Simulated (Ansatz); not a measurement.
Wavefunction ladder for C2H9NOSi (`C[SiH2]OCN`)

```xyz
14

C    -2.0258   -0.0653   -1.0741
Si   -0.2024   -0.3620   -1.3231
O     0.5813   -0.7144    0.0805
C     0.8181    0.2305    1.0948
N     1.9555   -0.1824    1.8601
H    -2.5127    0.1263   -2.0346
H    -2.5052   -0.9344   -0.6176
H    -2.2043    0.8012   -0.4321
H     0.4074    0.8578   -1.9335
H     0.0225   -1.5308   -2.2082
H     0.9320    1.2262    0.6295
H    -0.0431    0.2749    1.7727
H     2.8265    0.0480    1.4016
H     1.9502    0.2245    2.7841
```

Charge 0, multiplicity 1. All single points use the PBE0-D4/def2-TZVP geometry. It is one conformer, not always the lowest. Frozen core, restricted reference, Ansatz. CBS rows extrapolate triple and quadruple zeta; past MP2 they add the triple-zeta difference.

```
     basis     HF (Eh)  MP2 corr.  CCSD corr.       (T)  CCSD(T) total
  def2-SVP  -499.00351          ?    -0.80079         ?              ?
def2-TZVPP  -499.36086   -0.92807    -0.97743  -0.03602     -500.37431
def2-QZVPP           ?          ?           –         –              –
 CBS(def2)  -499.38348   -1.04354    -1.09290     as TZ     -500.51240
```

Question: Fill in the withheld values. (Estimate.)

Answer: The calculation gave: def2-SVP MP2 corr.: -0.74040; def2-SVP (T): -0.02051; def2-SVP CCSD(T) total: -499.82481; def2-QZVPP HF (Eh): -499.38074; def2-QZVPP MP2 corr.: -0.99440.
